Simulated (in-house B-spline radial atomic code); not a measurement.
# The nitrogen ion N⁺: [He] 2s1 2p2 3p1 (an excited or competing configuration)

Computed with an all-electron radial atomic-structure program (B-spline basis): non-relativistic CAM-B3LYP, spin-polarised, spherical fractional occupations, point nucleus.

Screening seen three ways: the hydrogenic charge with the same mean radius, Z_r = [3n² - l(l+1)]/(2<r>), the one with the same energy, Z_e = n√(-2ε), and Slater's rules. Values are occupation-weighted means over spin.

```json
{"shell": "1s", "electrons": "2", "ε (eV)": "-425.3", "<r> (bohr)": "0.2293", "Z_r": "6.54", "Z_e": "5.59", "Slater": "6.70"}
{"shell": "2s", "electrons": "1", "ε (eV)": "-48.324", "<r> (bohr)": "1.166", "Z_r": "5.15", "Z_e": "3.77", "Slater": "4.60"}
{"shell": "2p", "electrons": "2", "ε (eV)": "-33.626", "<r> (bohr)": "1.14", "Z_r": "4.38", "Z_e": "3.14", "Slater": "4.60"}
{"shell": "3p", "electrons": "1", "ε (eV)": "-6.1535", "<r> (bohr)": "4.388", "Z_r": "2.85", "Z_e": "2.02", "Slater": "2.45"}
```

The least bound orbital is 3p up at -6.153 eV, and it is also the most diffuse (<r> = 4.388 bohr).

Caution: exact exchange at fractional occupations of open shells leaves self-interaction of up to several eV.
